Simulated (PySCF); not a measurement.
Isomers of C6H11O (doublet state), one GFN2-xTB conformer each. Single-point energies are computed at B3LYP/pcH-1 (PySCF, gas phase, no added dispersion term), electronic only. GFN2-xTB treats the open shell by occupation alone, and not every SCF solution was tested for stability.

Question: Rank them by B3LYP/pcH-1 energy, lowest first (kcal/mol).
A. `[CH:1]1[CH2:2][CH2:3][CH2:4][CH2:5][O:6][CH2:7]1` (doublet state) with C7–C1–C2–C3 81°, C1–C2–C3–C4 -73°, C2–C3–C4–C5 57°, C3–C4–C5–O6 -73°
B. `[CH3:1][CH2:2][C:3]1[CH2:4][CH2:5][CH2:6][O:7]1` (doublet state) with C1–C2–C3–C4 66°, C2–C3–C4–C5 -173°, C3–C4–C5–C6 29°, C4–C5–C6–O7 -30°, C5–C6–O7–C3 19°

Answer: B (0.0), A (8.2).

GFN2-xTB itself gives, in the same order: 0.0, 10.9. Both levels put the same isomer lowest.
